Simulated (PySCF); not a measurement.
Assignment exercise: C5H13NSi3

Mapped SMILES: `[CH3:1][C@@H:2]([SiH3:3])[Si@H:4]1[CH2:5][SiH2:6][C@@H:7]1[C:8]#[N:9]`; H(Xn) means a hydrogen on atom n. Ha(C5), Ha(Si6) are cis to C2 on the ring; Hb(C5), Hb(Si6) are trans to C2 on the ring.

[PySCF 2.14.0 with density-fitted response routines: GFN2-xTB structure; NMR shieldings at PBE0/pcSseg-1/GIAO; one computed conformer; non-relativistic Hamiltonian; no solvent model; equivalent nuclei averaged]

Referencing at the same level of theory: ¹³C (186.93 ppm) and ¹H (31.72 ppm) against TMS.

Q: Assign these signals to the numbered atoms. ¹³C{¹H} NMR (computed): δ 124.4, 13.1, 4.3, -1.9, -3.6.

A: 
124.4 → C8, nitrile carbon: typical of a nitrile
13.1 → C1, methyl carbon: saturated and bonded to C and H only
4.3 → C2, sp3 CH bonded to 2 Si: an electropositive neighbour leaves it electron-rich and shielded
-1.9 → C7, sp3 CH bonded to 2 Si, α to a nitrile: an electropositive neighbour leaves it electron-rich and shielded
-3.6 → C5, sp3 CH2 bonded to 2 Si: an electropositive neighbour leaves it electron-rich and shielded

C7 and C5 lie closer than the usual error of such a calculation, so a measured spectrum could show them in the other order.

Q: Assign these signals to the numbered atoms. ¹H NMR (500 MHz, computed): δ 5.33 (m, 1H), 5.01 (m, 1H), 4.96 (m, 1H), 3.93 (d, 3H), 1.66 (m, 1H), 1.36 (d, 3H), 0.92 (m, 1H), 0.54 (m, 1H), 0.41 (m, 1H).

A: 
5.33 → H(Si4), hydrogen on a silicon bonded to 3 C, in a 4-membered ring
5.01 → Hb(Si6), hydrogen on a silicon bonded to 2 C, in a 4-membered ring
4.96 → Ha(Si6), hydrogen on a silicon bonded to 2 C, in a 4-membered ring
3.93 → H(Si3), hydrogen on a silicon bonded to C
1.66 → H(C7), hydrogen on an sp3 CH bonded to 2 Si, α to a nitrile
1.36 → H(C1), hydrogen on a methyl carbon
0.92 → Hb(C5), hydrogen on an sp3 CH2 bonded to 2 Si
0.54 → Ha(C5), hydrogen on an sp3 CH2 bonded to 2 Si: an electropositive neighbour shields it, as in TMS itself
0.41 → H(C2), hydrogen on an sp3 CH bonded to 2 Si: an electropositive neighbour shields it, as in TMS itself

Hb(Si6) and Ha(Si6) lie closer than the usual error of such a calculation, so a measured spectrum could show them in the other order.

Shifts are as computed. Against solution values, carbons near 30 ppm lie about +3 ppm off and those near 130 ppm about +5 ppm. Of 1211 compounds with measured shifts, 218 miss one by over three times the rms of a fit or turn the order of signals round; such compounds aren't used in these exercises. Multiplicities follow the n + 1 count of equivalent neighbours, as no J values were calculated; m marks all less simple cases, F and P coupling included.
